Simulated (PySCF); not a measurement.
**Choosing a basis for TDDFT**

Ethyl bromide, C2H5Br.
SMILES: `C(C)Br`

TDDFT with PBE0 (PySCF), vertical singlets, core orbitals frozen in the response, spherical d and f functions. Geometry: PBE0-D3(BJ)/def2-SVP; no solvent, vibrations or thermal averaging. Relativistic effects, spin–orbit coupling among them, are left out although an element past zinc is present.

```json
{"basis": "6-31G*", "functions": "70", "diffuse": "no", "S1 (eV)": "6.40", "S2 (eV)": "6.45", "S3 (eV)": "9.23", "S4 (eV)": "9.30", "S5 (eV)": "9.32", "LUMO (eV)": "0.34", "α (au)": "37.2"}
{"basis": "def2-SVP", "functions": "85", "diffuse": "no", "S1 (eV)": "6.43", "S2 (eV)": "6.50", "S3 (eV)": "8.47", "S4 (eV)": "8.57", "S5 (eV)": "9.28", "LUMO (eV)": "0.43", "α (au)": "37.8"}
{"basis": "def2-SVPD", "functions": "121", "diffuse": "yes", "S1 (eV)": "6.17", "S2 (eV)": "6.23", "S3 (eV)": "7.42", "S4 (eV)": "7.49", "S5 (eV)": "8.22", "LUMO (eV)": "-0.12", "α (au)": "49.1"}
{"basis": "aug-cc-pVDZ", "functions": "127", "diffuse": "yes", "S1 (eV)": "6.14", "S2 (eV)": "6.20", "S3 (eV)": "6.83", "S4 (eV)": "6.91", "S5 (eV)": "7.51", "LUMO (eV)": "-0.28", "α (au)": "48.8"}
{"basis": "def2-TZVP", "functions": "140", "diffuse": "no", "S1 (eV)": "6.31", "S2 (eV)": "6.37", "S3 (eV)": "8.00", "S4 (eV)": "8.10", "S5 (eV)": "8.98", "LUMO (eV)": "0.15", "α (au)": "45.0"}
{"basis": "def2-TZVPD", "functions": "176", "diffuse": "yes", "S1 (eV)": "6.14", "S2 (eV)": "6.20", "S3 (eV)": "7.13", "S4 (eV)": "7.20", "S5 (eV)": "7.78", "LUMO (eV)": "-0.17", "α (au)": "49.8"}
{"basis": "aug-cc-pVTZ", "functions": "266", "diffuse": "yes", "S1 (eV)": "6.12", "S2 (eV)": "6.18", "S3 (eV)": "6.81", "S4 (eV)": "6.88", "S5 (eV)": "7.46", "LUMO (eV)": "-0.29", "α (au)": "49.9"}
```

Problem. How much do these states and the polarisability depend on the basis?

Solution. States are compared by their number. Against the largest diffuse basis here (aug-cc-pVTZ, itself not a converged limit), sets without diffuse functions differ by up to 0.30 eV in S1 and 1.86 eV in S5; the smaller diffuse sets differ by up to 0.04 and 0.76 eV. State by state, the largest deviation of a set without diffuse functions is S1 0.30, S2 0.32, S3 2.42, S4 2.42, S5 1.86 eV. The same number needn't mean the same state in each row. Against aug-cc-pVTZ the polarisability deviates by -25% in 6-31G*, -24% in def2-SVP, -2% in def2-SVPD, -2% in aug-cc-pVDZ, -10% in def2-TZVP, 0% in def2-TZVPD.
